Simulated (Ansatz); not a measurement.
Correlation energies of CH7AlBN, SMILES `CN[BH][AlH2]` by basis set

```xyz
11

C    -1.248    0.533   -1.400
N    -0.455    0.342   -0.203
B     0.577   -0.566   -0.015
Al    1.555   -0.597    1.882
H    -2.310    0.352   -1.206
H    -0.909   -0.168   -2.162
H    -1.142    1.550   -1.789
H    -0.719    0.962    0.549
H     0.832   -1.270   -0.959
H     1.065    0.428    3.014
H     2.754   -1.567    2.289
```

The species carries charge 0 and has multiplicity 1. Geometry: relaxed with PBE0-D4/def2-TZVP. It is one conformer, not always the lowest. Frozen core, restricted reference, Ansatz 0.2.0. CBS rows extrapolate triple and quadruple zeta; past MP2 they add the triple-zeta difference.

```json
{"basis": "def2-SVP", "HF (Eh)": "-362.82746", "MP2 corr.": "?", "CCSD corr.": "?", "(T)": "?", "CCSD(T) total": "?"}
{"basis": "def2-TZVPP", "HF (Eh)": "-363.04544", "MP2 corr.": "-0.57236", "CCSD corr.": "?", "(T)": "-0.02332", "CCSD(T) total": "?"}
{"basis": "def2-QZVPP", "HF (Eh)": "-363.05845", "MP2 corr.": "-0.61043", "CCSD corr.": "–", "(T)": "–", "CCSD(T) total": "–"}
{"basis": "CBS(def2)", "HF (Eh)": "-363.06024", "MP2 corr.": "-0.63862", "CCSD corr.": "-0.68706", "(T)": "as TZ", "CCSD(T) total": "-363.77062"}
```

(1) Fill in the withheld values. (Estimate.)

Results:

(1) Computed: def2-SVP MP2 corr.: -0.46542; def2-SVP CCSD corr.: -0.52033; def2-SVP (T): -0.01491; def2-SVP CCSD(T) total: -363.36270; def2-TZVPP CCSD corr.: -0.62080; def2-TZVPP CCSD(T) total: -363.68956.
